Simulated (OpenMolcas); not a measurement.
**How basis sets differ on CH6O2Si (SMILES C[SiH](O)O)**

The species is CH6O2Si (10 atoms), meant as a singlet with charge 0. As SMILES, `C[SiH](O)O`. The shape is that of a PBE0-D4/def2-TZVP optimisation. This is one conformer, not always the lowest.

```xyz
10

C    -1.2930    0.3478   -0.1464
Si    0.5175    0.1800    0.2068
O     0.6504   -1.1560    1.1608
O     1.4250    0.0585   -1.1616
H    -1.6811   -0.5498   -0.6356
H    -1.8534    0.4891    0.7808
H    -1.4844    1.2038   -0.7974
H     1.0886    1.3699    0.8847
H     1.5215   -1.3669    1.4998
H     1.1921   -0.6276   -1.7889
```

Each level gives the dipole moment (D). The values are calculated.

| level | kind | program | value (D) | CPU time |
| --- | --- | --- | --- | --- |
| HF/ANO-R0 (sfX2C) | Hartree–Fock | OpenMolcas | 2.18 | 4.7 s |
| HF/ANO-RCC-MB (DKH2) | Hartree–Fock | OpenMolcas | 0.54 | 6.6 s |
| HF/ANO-XS-MB (DKH2) | Hartree–Fock | OpenMolcas | 0.77 | 2.4 s |
| HF/STO-3G | Hartree–Fock | OpenMolcas | 0.30 | 2 s |
| HF/3-21G | Hartree–Fock | OpenMolcas | 0.96 | 2.5 s |
| HF/cc-pVDZ | Hartree–Fock | OpenMolcas | 0.92 | 8.9 s |

The values span 0.30 to 2.18 D. Magnitudes only. Sets without polarisation functions give poor dipoles. Times are those of the runs behind each value, whatever else they computed, on shared processors of several kinds: orders of magnitude only.
